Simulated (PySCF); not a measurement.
B3LYP has the VWN-RPA correlation part, as in Gaussian. Delta-SCF ions had no search for a lower state. Excitations are Tamm–Dancoff values on a coarser integration grid. The basis has no diffuse functions, so Rydberg states are missing or too high.

Cartesian coordinates (Å):
SMILES: [Ge]([F])([F])([F])[F]
```xyz
5

F      1.3953    -0.9715    -0.0664
Ge     0.0000     0.0000     0.0000
F      0.4371     1.6337    -0.1876
F     -1.0642    -0.4495    -1.2492
F     -0.7682    -0.2126     1.5033
```
Charge 0, multiplicity 1.

Problem. What dipole moment, HOMO, LUMO, vertical ionisation energy (Delta-SCF), brightest of the four lowest singlets (TDA), S1 excitation (TDA), total energy and HOMO–LUMO gap does B3LYP-D3(BJ)/def2-TZVP (PySCF 2.14.0) give?

Solution. 
dipole moment: 0.00 D
HOMO: -12.36 eV
LUMO: -2.34 eV
vertical ionisation energy (Delta-SCF): 15.10 eV
brightest of the four lowest singlets (TDA): 9.24 eV
S1 excitation (TDA): 8.49 eV
total energy: -2476.7580 Ha
HOMO–LUMO gap: 10.02 eV
